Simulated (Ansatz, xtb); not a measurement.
**CH8BSSi+: 9 structures ranked**

9 gas-phase structures of CH8BSSi+, found in a search over its isomers (lower ones may exist). Each was relaxed with GFN2-xTB; where two conformers were screened, the lower at r2SCAN-D4/def2-SVP is listed:

A. `CB[SH+][SiH3]`, a singlet
B. `B[SH+][SiH2]C`, a singlet
C. `BC[SH+][SiH3]`, a singlet
D. `C[SiH+][BH2-][SH2+]`, a singlet
E. `[SiH2+]C[BH2-][SH2+]`, a singlet
F. `C[SH+][BH2-][SiH2+]`, a singlet
G. a singlet given by its coordinates
H. `B[S@+](C)[SiH3]`, a singlet
I. `C[B@H-]([SiH2+])[SH2+]`, a singlet

G (Å):

```yaml
atoms:
  - { symbol: C, position_ang: [-1.4054, -1.0990, 1.1053] }
  - { symbol: B, position_ang: [-1.4321, 0.4311, 1.0756] }
  - { symbol: S, position_ang: [-0.6703, 1.4217, -2.9234] }
  - { symbol: Si, position_ang: [0.2979, 1.9666, -1.1443] }
  - { symbol: H, position_ang: [-2.4151, -1.4839, 0.9375] }
  - { symbol: H, position_ang: [-1.1605, -1.4602, 2.1067] }
  - { symbol: H, position_ang: [-0.7450, -1.5935, 0.3986] }
  - { symbol: H, position_ang: [-0.7728, 1.0309, 0.2247] }
  - { symbol: H, position_ang: [-2.0422, 1.1146, 1.7913] }
  - { symbol: H, position_ang: [-1.5899, 2.3899, -2.9504] }
  - { symbol: H, position_ang: [0.0900, 3.2941, -0.6057] }
  - { symbol: H, position_ang: [1.4969, 1.1944, -0.9061] }
```

Close contacts (Å): C1–B2 1.53, S3–Si4 2.10, C1–H5 1.09, C1–H6 1.09, C1–H7 1.09, B2–H8 1.23, B2–H9 1.16, S3–H10 1.34, Si4–H8 1.97, Si4–H11 1.45, Si4–H12 1.45.

Problem. Make a reasoned guess at their ranking by r2SCAN-D4/def2-SVP single-point energy.

Solution. Calculated order at r2SCAN-D4/def2-SVP: A (0.0), B (21.5), H (56.7), D (83.2), G (110.9), C (121.1), F (137.6), I (139.0), E (139.9) kJ/mol. Less than 1 kcal/mol parts F and I; I and E, so the order within those pairs means little.

Energies above the lowest of each column, in kJ/mol; the last columns are at PBE0-D3(BJ)/pcseg-1 geometries and were run for some of them only (a dash: not run or not comparable):

```
structure  GFN2-xTB  HF/STO-3G  r2SCAN-D4/def2-SVP  PBE0-D3(BJ)/pcseg-1  CCSD(T)/def2-SVP + ΔMP2/def2-TZVPP
        A       0.0        0.0                 0.0                  0.0                                 0.0
        B       9.7       16.4                21.5                 16.7                                 8.0
        H       6.1       24.6                56.7                 50.6                                   –
        D      58.4       95.0                83.2                    –                                   –
        G      94.1      223.4               110.9                    –                                   –
        C      78.7      107.8               121.1                    –                                   –
        F      53.0      127.2               137.6                    –                                   –
        I      89.5      157.9               139.0                    –                                   –
        E      85.7      165.9               139.9                    –                                   –
```

Every level run on A puts it lowest or level with the lowest. Flexible structures stand in one conformer each, not always the lowest. Frequencies (PBE0-D3(BJ)/pcseg-1) were run for A, B alone. ΔMP2 is the change of the MP2 energy from the smaller to the larger basis.

Over these structures GFN2-xTB departs from r2SCAN-D4/def2-SVP by 21.2 kJ/mol on average once a common shift is removed. A GFN2-xTB relaxation took about 0.35 s and the r2SCAN-D4/def2-SVP energy about 1.9 s on a shared host (Ansatz 0.2.0, xtb 6.7.1).
